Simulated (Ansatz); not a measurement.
Relaxation of a periodic cell of 13 atoms, Zn12C (host Zn, host structure hcp, interstitial C), to a largest force component of 0.08 eV/Å in at most 25 steps.

The calculation used Ansatz, DFT PBE, scalar-relativistic, plane waves, PAW. Settings: cutoff 420 eV, k mesh 2x2x2, fermi-dirac smearing 0.1 eV, no spin polarisation.

```xyz
13
Lattice="5.3200 0.0000 0.0000 -3.9900 6.9109 0.0000 0.0000 0.0000 4.9370" Properties=species:S:1:pos:R:3
Zn 0.000 0.000 0.000
Zn 0.000 1.536 2.468
Zn -1.330 2.304 0.000
Zn -1.330 3.839 2.468
Zn -2.660 4.607 0.000
Zn -2.660 6.143 2.468
Zn 2.660 0.000 0.000
Zn 2.660 1.536 2.468
Zn 1.330 2.304 0.000
Zn 1.330 3.839 2.468
Zn 0.000 4.607 0.000
Zn 0.000 6.143 2.468
C 1.276 5.419 1.233
```

Problem. Where does it end, and by what steps?

Solution. The run converged. The threshold is loose, so the end isn't yet a minimum. Limits of this set-up: coarse k mesh. After 4 steps the energy has fallen by 0.940 eV; Zn4 moved furthest, 0.36 Å.

| step | energy less start (eV) | largest force component (eV/Å) | accepted |
| --- | --- | --- | --- |
| 0 | 0.0000 | 1.914 | yes |
| 1 | -0.5966 | 1.047 | yes |
| 2 | -0.8822 | 0.181 | yes |
| 3 | -0.9232 | 0.176 | yes |
| 4 | -0.9398 | 0.055 | yes |

```xyz
13
Lattice="5.3200 0.0000 0.0000 -3.9900 6.9109 0.0000 0.0000 0.0000 4.9370" Properties=species:S:1:pos:R:3
Zn 0.074 0.140 -0.072
Zn -0.060 1.522 2.580
Zn -1.228 2.328 0.275
Zn -1.419 3.659 2.764
Zn -2.547 4.543 0.056
Zn -2.663 6.195 2.619
Zn 2.740 0.187 -0.292
Zn 2.550 1.517 2.189
Zn 1.382 2.326 -0.120
Zn 1.252 3.707 2.531
Zn -0.004 4.558 -0.153
Zn -0.120 6.210 2.432
C 1.319 5.386 1.232
```

Whether the end is a true minimum wasn't checked by a vibrational analysis.

Run time: 39 s on 1 thread of Intel(R) Xeon(R) Platinum 8488C (Sapphire Rapids), on a shared host, peak memory 0.53 GiB.
